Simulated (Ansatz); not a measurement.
`SB1CC1Cl`, charge 0, multiplicity 1.

Give a relaxed structure at PBE0-D4/def2-TZVP (Ansatz 0.2.0). (Best estimate.)

The calculation gave: 
Cartesian coordinates in Å:
```
S 1.5360 1.3443 1.2550
B 0.5460 0.3171 0.2521
C 0.1083 -0.0867 -1.1546
C -0.6308 -0.6423 0.0652
Cl -2.2674 -0.0886 0.4038
H 0.9973 1.0207 2.4461
H -0.4010 0.6635 -1.7547
H 0.6441 -0.8198 -1.7499
H -0.5325 -1.7080 0.2370
```
This is one stationary point; other conformers may exist.
